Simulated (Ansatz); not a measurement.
A geometry relaxed with Ansatz (a quantum-chemistry and plane-wave program) with PBE0-D3(BJ)/def2-TZVP, charge 0, multiplicity 1:

```xyz
12

H     -0.8162    -0.9546    -1.5238
H      0.8271    -1.4009     0.3671
Si     2.1761     0.4982    -0.2423
H     -0.5089     0.7648    -1.3854
H     -1.7584    -0.9828     0.8059
H      2.2207     1.7880    -0.9661
C      0.7702    -0.4683    -0.1930
C     -0.5591    -0.1635    -0.8073
C     -1.6740    -0.0585     0.2283
H      3.4330     0.0940     0.4215
H     -2.6389     0.1305    -0.2492
H     -1.4717     0.7531     0.9307
```

Problem. Write the SMILES of this molecule.

Solution. `CCC=[SiH2]`
